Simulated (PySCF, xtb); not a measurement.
C4H10BN, SMILES C[C@H]1CCB1N. One conformer was computed; it need not be the lowest.

Harmonic wavenumbers (cm⁻¹) from GFN2-xTB (xtb) at its own minimum, in rising order: 62, 146, 203, 271, 358, 401, 550, 579, 602, 737, 740, 813, 885, 925, 988, 996, 1026, 1077, 1135, 1161, 1184, 1207, 1218, 1260, 1308, 1407, 1452, 1465, 1490, 1508, 1512, 1548, 2934, 2972, 2986, 2998, 3000, 3003, 3014, 3023, 3471, 3505.

**Question.** What does PBE-D3(BJ)/def2-SVP run with PySCF give at its own minimum? (An estimate is asked for; the answer gives what the named calculation found.)

**Answer.** 94, 155, 205, 279, 344, 425, 505, 565, 605, 688, 717, 789, 839, 860, 910, 923, 957, 1055, 1068, 1107, 1120, 1157, 1185, 1219, 1295, 1341, 1356, 1398, 1416, 1423, 1434, 1557, 2947, 2959, 2961, 2991, 3019, 3024, 3035, 3051, 3501, 3600. Paired by order, the mean absolute difference is 40 cm⁻¹ and the zero-point energies are 87.4 and 85.9 kcal/mol.
